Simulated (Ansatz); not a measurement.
Basis sets over 5 cases of the uncorrected interaction energy at HF with Ansatz (Al to Cl present), each against its own reference: (a) the counterpoise-corrected one, the value in aug-cc-pV5Z; (b) the counterpoise-corrected one, the value in aug-pcseg-3 (pcseg sets are built for DFT). By their distance from other large sets or by the extrapolation step the references are unsure by up to roughly 0.01 kcal/mol. Rigid monomers at fixed geometries; electronic energies; no added dispersion term; no relativity. Cartesian d functions in some cases of 6-31G*, 6-31G**. (X+d) sets on Al to Cl for cc-pVXZ and aug-cc-pVXZ. 

Cases are drawn at random; left out are references unsure by over 0.067 kcal/mol, doubtful singlets, and cases whose largest runs show a restricted determinant unstable towards unrestricted orbitals, <S^2> over 0.1 too high or, where CCSD(T) ran, T1 over 0.025 (0.045 for open shells). Sets are drawn from those converged to one state in every case.

Cases (SMILES) and reference values:
- F (HF) with C[SiH3] (CH3-SiH3): -0.42 kcal/mol (b)
- Cl (HCl) with Cl (HCl): -0.13 kcal/mol (a)
- C#C (C2H2) with C[SiH3] (CH3-SiH3): 0.64 kcal/mol (b)
- N#N (N2) with S (H2S): 0.37 kcal/mol (b)
- [H][H] (H2) with [SiH3][SiH3] (Si2H6): 0.40 kcal/mol (b)

```csv
basis,"functions over def2-SVP (largest species, mean of cases)",mean signed deviation (kcal/mol),mean absolute,largest,within 0.2 kcal/mol
pcseg-0,0.6,-0.99,0.99,1.63,1 of 5
def2-SV(P),0.8,-0.73,0.73,1.60,1 of 5
6-31G*,0.8,-0.35,0.35,0.87,1 of 5
def2-SVP,1.0,-0.63,0.63,1.56,1 of 5
6-31G**,1.0,-0.38,0.38,0.88,2 of 5
def2-SVPD,1.5,-0.43,0.43,0.60,1 of 5
"6-311++G(2d,2p)",2.0,-0.11,0.11,0.27,4 of 5
def2-TZVPD,2.3,-0.03,0.03,0.05,5 of 5
def2-QZVPPD,5.2,0.00,0.00,0.00,5 of 5
aug-pcseg-3,6.9,-0.03,0.03,0.05,5 of 5
```

Among the sets for which every case ran a larger relative (same family, alike in diffuse functions, listed or not), the smallest listed that holds all cases within 0.2 kcal/mol together with them is def2-TZVPD, at 2.3 times the functions of def2-SVP. Inside, though some case ran no larger relative to test it: def2-QZVPPD, aug-pcseg-3. Largest deviations of relatives not listed, over the cases that ran them: def2-TZVPPD 0.04 kcal/mol. These figures hold for the cases listed.

Ansatz is a program for electronic structure.
